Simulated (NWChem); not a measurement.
All runs are NWChem calculations. System: I₄Si, charge 0, spin multiplicity 1, displaced from the optimised geometry. The structure started from a generated list of species. Level: BP86/def2-SVP with def2 effective core potentials on I.

The NWChem input:

```
start mol
memory heap 200 mb stack 900 mb global 1100 mb
geometry units angstroms nocenter noautoz
  I      0.000000    -2.058273     1.455515
  Si     0.000000     0.000000    -0.000081
  I      0.000000     2.058273     1.455515
  I      2.058292     0.000000    -1.455505
  I     -2.058292     0.000000    -1.455505
  symmetry group C2v
end
basis spherical
  * library def2-svp
end
ecp
  I library def2-ecp
end
dft
  xc becke88 perdew86
  semidirect memsize 60000000 filesize 0
  iterations 100
  grid xfine
end
task dft gradient
```

Output (cleaned and shortened):

```
             Northwest Computational Chemistry Package (NWChem) 7.3.0
             --------------------------------------------------------

                                NWChem Input Module
                                -------------------

 Scaling coordinates for geometry "geometry" by  1.889725989
 (inverse scale =  0.529177249)

 Turning off AUTOSYM since
 SYMMETRY directive was detected!

                             Geometry "geometry" -> ""
                             -------------------------

 Output coordinates in angstroms (scale by  1.889725989 to convert to a.u.)

  No.       Tag          Charge          X              Y              Z
 ---- ---------------- ---------- -------------- -------------- --------------
    1 I                   53.0000     0.00000000    -2.05827300     1.45551500
    2 Si                  14.0000     0.00000000     0.00000000    -0.00008100
    3 I                   53.0000     0.00000000     2.05827300     1.45551500
    4 I                   53.0000     2.05829200     0.00000000    -1.45550500
    5 I                   53.0000    -2.05829200     0.00000000    -1.45550500

 Effective nuclear repulsion energy (a.u.)    2789.5361956115

            Nuclear Dipole moment (a.u.)
            ----------------------------
        X                 Y               Z
 ---------------- ---------------- ----------------
     0.0000000000     0.0000000000    -0.0001398397

      Symmetry information
      --------------------

 Group name             C2v
 Group number             16
 Group order               4
 No. of unique centers     3

      Symmetry unique atoms

     1    2    4


 Summary of "ao basis" -> "" (spherical)
 ------------------------------------------------------------------------------
       Tag                 Description            Shells   Functions and Types
 ---------------- ------------------------------  ------  ---------------------
 *                          def2-svp                  on all atoms

 Summary of "ao basis" -> "ao basis" (spherical)
 ------------------------------------------------------------------------------
       Tag                 Description            Shells   Functions and Types
 ---------------- ------------------------------  ------  ---------------------
 I                          def2-svp                10       26   4s4p2d
 Si                         def2-svp                 8       18   4s3p1d

 Summary of "ao basis" -> "ao basis" (spherical)
 ------------------------------------------------------------------------------
       Tag                 Description            Shells   Functions and Types
 ---------------- ------------------------------  ------  ---------------------
 I                          def2-svp                10       26   4s4p2d
 Si                         def2-svp                 8       18   4s3p1d

      Symmetry analysis of basis
      --------------------------

        a1         45
        a2         17
        b1         30
        b2         30

            General Information
            -------------------
          SCF calculation type: DFT
          Wavefunction type:  closed shell.
          No. of atoms     :     5
          No. of electrons :   114
           Alpha electrons :    57
            Beta electrons :    57
          Charge           :     0
          Spin multiplicity:     1
          Use of symmetry is: on ; symmetry adaption is: on
          Maximum number of iterations: 100
          AO basis - number of functions:   122
                     number of shells:    48
          Convergence on energy requested:  1.00D-06
          Convergence on density requested:  1.00D-05
          Convergence on gradient requested:  5.00D-04

              XC Information
              --------------
                    Becke 1988 Exchange Functional  1.000
                Perdew 1981 Correlation Functional  1.000 local
                Perdew 1986 Correlation Functional  1.000 non-local

             Grid Information
             ----------------
          Grid used for XC integration:  xfine
          Radial quadrature: Mura-Knowles
          Angular quadrature: Lebedev.
          Tag              B.-S. Rad. Rad. Pts. Rad. Cut. Ang. Pts.
          ---              ---------- --------- --------- ---------
          I                   1.40      205          12.0      1454
          Si                  1.10      125          10.0      1454
          Grid pruning is: on
          Number of quadrature shells:   535
          Spatial weights used:  Erf1

          Convergence Information
          -----------------------
          Convergence aids based upon iterative change in
          total energy or number of iterations.
          Levelshifting, if invoked, occurs when the
          HOMO/LUMO gap drops below (HL_TOL):  1.00D-02
          DIIS, if invoked, will attempt to extrapolate
          using up to (NFOCK): 10 stored Fock matrices.

                    Damping( 0%)  Levelshifting(0.5)       DIIS
                  --------------- ------------------- ---------------
          dE  on:    start            ASAP                start
          dE off:    2 iters        100 iters           100 iters

      Screening Tolerance Information
      -------------------------------
          Density screening/tol_rho:  1.00D-10
          AO Gaussian exp screening on grid/accAOfunc:  14
          CD Gaussian exp screening on grid/accCDfunc:  20
          XC Gaussian exp screening on grid/accXCfunc:  20
          Schwarz screening/accCoul:  1.00D-08

      Superposition of Atomic Density Guess
[...]
 Grid integrated density:     114.000002360128
 Requested integration accuracy:   0.10E-07
 d= 0,ls=0.0,diis     5  -1480.9179961788 -2.62D-04  8.69D-05  1.19D-04     4.6
 Grid integrated density:     114.000002360240
 Requested integration accuracy:   0.10E-07
  Resetting Diis
 d= 0,ls=0.0,diis     6  -1480.9180155772 -1.94D-05  1.73D-05  2.62D-06     5.2
 Grid integrated density:     114.000002360496
 Requested integration accuracy:   0.10E-07
 d= 0,ls=0.0,diis     7  -1480.9180160076 -4.30D-07  7.73D-06  9.10D-08     5.8

         Total DFT energy =    -1480.918016007605
      One electron energy =    -4021.888619631498
           Coulomb energy =     1875.444729375963
    Exchange-Corr. energy =     -110.400860121419
 Nuclear repulsion energy =      775.926734369350

 Numeric. integr. density =      114.000002360496

     Total iterative time =      5.1s

                  Occupations of the irreducible representations
                  ----------------------------------------------

                     irrep           alpha         beta
                     --------     --------     --------
                     a1               21.0         21.0
                     a2                8.0          8.0
                     b1               14.0         14.0
                     b2               14.0         14.0

                       DFT Final Molecular Orbital Analysis
                       ------------------------------------

 Vector   55  Occ=2.000000D+00  E=-2.459321D-01  Symmetry=b1
              MO Center= -2.6D-15, -7.6D-11, -7.2D-01, r^2= 7.9D+00
   Bfn.  Coefficient  Atom+Function         Bfn.  Coefficient  Atom+Function
  ----- ------------  ---------------      ----- ------------  ---------------
    83      0.323023  4 I  pz               109     -0.323023  5 I  pz
    86      0.280961  4 I  pz               112     -0.280961  5 I  pz
    11     -0.228516  1 I  px                55     -0.228516  3 I  px
    81      0.228358  4 I  px               107      0.228358  5 I  px
    14     -0.198762  1 I  px                58     -0.198762  3 I  px

 Vector   56  Occ=2.000000D+00  E=-2.459290D-01  Symmetry=a2
              MO Center=  1.0D-16,  7.6D-11,  9.3D-04, r^2= 8.4D+00
   Bfn.  Coefficient  Atom+Function         Bfn.  Coefficient  Atom+Function
  ----- ------------  ---------------      ----- ------------  ---------------
    11      0.323133  1 I  px                55     -0.323133  3 I  px
    82      0.322946  4 I  py               108     -0.322946  5 I  py
    14      0.281066  1 I  px                58     -0.281066  3 I  px
    85      0.280884  4 I  py               111     -0.280884  5 I  py
     8     -0.129831  1 I  px                52      0.129831  3 I  px

 Vector   57  Occ=2.000000D+00  E=-2.459234D-01  Symmetry=b2
              MO Center=  1.2D-14, -3.1D-14,  7.2D-01, r^2= 7.9D+00
   Bfn.  Coefficient  Atom+Function         Bfn.  Coefficient  Atom+Function
  ----- ------------  ---------------      ----- ------------  ---------------
    13      0.323048  1 I  pz                57     -0.323048  3 I  pz
    16      0.280984  1 I  pz                60     -0.280984  3 I  pz
    12      0.228562  1 I  py                56      0.228562  3 I  py
    82     -0.228271  4 I  py               108     -0.228271  5 I  py
    15      0.198807  1 I  py                59      0.198807  3 I  py

 Vector   58  Occ=0.000000D+00  E=-1.521492D-01  Symmetry=a1
              MO Center= -2.9D-14,  3.0D-14, -1.8D-05, r^2= 7.8D+00
   Bfn.  Coefficient  Atom+Function         Bfn.  Coefficient  Atom+Function
  ----- ------------  ---------------      ----- ------------  ---------------
    29      0.701572  2 Si s                 30      0.668876  2 Si s
    28      0.348607  2 Si s                 15     -0.316956  1 I  py
    59      0.316956  3 I  py                84      0.316991  4 I  px
   110     -0.316991  5 I  px                12     -0.226444  1 I  py
    56      0.226444  3 I  py                81      0.226461  4 I  px

 Vector   59  Occ=0.000000D+00  E=-7.644931D-02  Symmetry=b2
              MO Center= -3.6D-14,  1.4D-11,  2.1D-01, r^2= 6.1D+00
   Bfn.  Coefficient  Atom+Function         Bfn.  Coefficient  Atom+Function
  ----- ------------  ---------------      ----- ------------  ---------------
    38      1.066674  2 Si py                16     -0.406412  1 I  pz
    60      0.406412  3 I  pz                35      0.394239  2 Si py
     4      0.341815  1 I  s                 15      0.343109  1 I  py
    48     -0.341815  3 I  s                 59      0.343109  3 I  py
    85     -0.231610  4 I  py               111     -0.231610  5 I  py

 Vector   60  Occ=0.000000D+00  E=-7.643570D-02  Symmetry=b1
              MO Center= -1.4D-10,  3.4D-14, -2.1D-01, r^2= 6.1D+00
   Bfn.  Coefficient  Atom+Function         Bfn.  Coefficient  Atom+Function
  ----- ------------  ---------------      ----- ------------  ---------------
    37      1.066781  2 Si px                86     -0.406437  4 I  pz
   112      0.406437  5 I  pz                34      0.394240  2 Si px
    74     -0.341893  4 I  s                 84      0.343179  4 I  px
   100      0.341893  5 I  s                110      0.343179  5 I  px
    14     -0.231597  1 I  px                58     -0.231597  3 I  px

 center of mass
 --------------
 x =   0.00000000 y =   0.00000000 z =   0.00000096

 moments of inertia (a.u.)
 ------------------
        7679.869198505136           0.000000000000           0.000000000000
           0.000000000000        7679.940087568215           0.000000000000
           0.000000000000           0.000000000000        7679.458841107578

     Multipole analysis of the density
     ---------------------------------

     L   x y z        total         alpha         beta         nuclear
     -   - - -        -----         -----         ----         -------
     0   0 0 0     -0.000000    -57.000000    -57.000000    114.000000

     1   1 0 0      0.000000      0.000000      0.000000      0.000000
     1   0 1 0     -0.000000     -0.000000     -0.000000      0.000000
     1   0 0 1      0.000036      0.000617      0.000617     -0.001198

     2   2 0 0    -87.489453   -421.970964   -421.970964    756.452475
     2   1 1 0     -0.000000     -0.000000     -0.000000      0.000000
     2   1 0 1     -0.000000     -0.000000     -0.000000      0.000000
     2   0 2 0    -87.489657   -421.964083   -421.964083    756.438509
     2   0 1 1     -0.000000     -0.000000     -0.000000      0.000000
     2   0 0 2    -87.488907   -422.011112   -422.011112    756.533317

            General Information
            -------------------
          SCF calculation type: DFT
          Wavefunction type:  closed shell.
          No. of atoms     :     5
          No. of electrons :   114
           Alpha electrons :    57
            Beta electrons :    57
          Charge           :     0
          Spin multiplicity:     1
          Use of symmetry is: on ; symmetry adaption is: on
          Maximum number of iterations: 100
          AO basis - number of functions:   122
                     number of shells:    48
          Convergence on energy requested:  1.00D-06
          Convergence on density requested:  1.00D-05
          Convergence on gradient requested:  5.00D-04

              XC Information
              --------------
                    Becke 1988 Exchange Functional  1.000
                Perdew 1981 Correlation Functional  1.000 local
                Perdew 1986 Correlation Functional  1.000 non-local

             Grid Information
             ----------------
          Grid used for XC integration:  xfine
          Radial quadrature: Mura-Knowles
          Angular quadrature: Lebedev.
          Tag              B.-S. Rad. Rad. Pts. Rad. Cut. Ang. Pts.
          ---              ---------- --------- --------- ---------
          I                   1.40      205          12.0      1454
          Si                  1.10      125          10.0      1454
          Grid pruning is: on
          Number of quadrature shells:   535
          Spatial weights used:  Erf1

          Convergence Information
          -----------------------
          Convergence aids based upon iterative change in
          total energy or number of iterations.
          Levelshifting, if invoked, occurs when the
          HOMO/LUMO gap drops below (HL_TOL):  1.00D-02
          DIIS, if invoked, will attempt to extrapolate
          using up to (NFOCK): 10 stored Fock matrices.

                    Damping( 0%)  Levelshifting(0.5)       DIIS
                  --------------- ------------------- ---------------
          dE  on:    start            ASAP                start
          dE off:    2 iters        100 iters           100 iters

      Screening Tolerance Information
      -------------------------------
          Density screening/tol_rho:  1.00D-10
          AO Gaussian exp screening on grid/accAOfunc:  14
          CD Gaussian exp screening on grid/accCDfunc:  20
          XC Gaussian exp screening on grid/accXCfunc:  20
          Schwarz screening/accCoul:  1.00D-08

                            NWChem DFT Gradient Module
                            --------------------------

  charge          =   0.00
  wavefunction    = closed shell

  Using symmetry

                         DFT ENERGY GRADIENTS

    atom               coordinates                        gradient
                 x          y          z           x          y          z
   1 I       0.000000  -3.889572   2.750525    0.000000  -0.008132   0.005754
   2 Si      0.000000   0.000000  -0.000153    0.000000   0.000000  -0.000023
   3 I       0.000000   3.889572   2.750525    0.000000   0.008132   0.005754
   4 I       3.889608   0.000000  -2.750506    0.008123   0.000000  -0.005742
   5 I      -3.889608   0.000000  -2.750506   -0.008123   0.000000  -0.005742

                 ----------------------------------------
                 |  Time  |  1-e(secs)   |  2-e(secs)   |
                 ----------------------------------------
                 |  CPU   |       0.10   |       2.01   |
                 ----------------------------------------
                 |  WALL  |       0.10   |       2.01   |
                 ----------------------------------------

 Task  times  cpu:        8.9s     wall:        8.9s

 Total times  cpu:        8.9s     wall:        8.9s
```
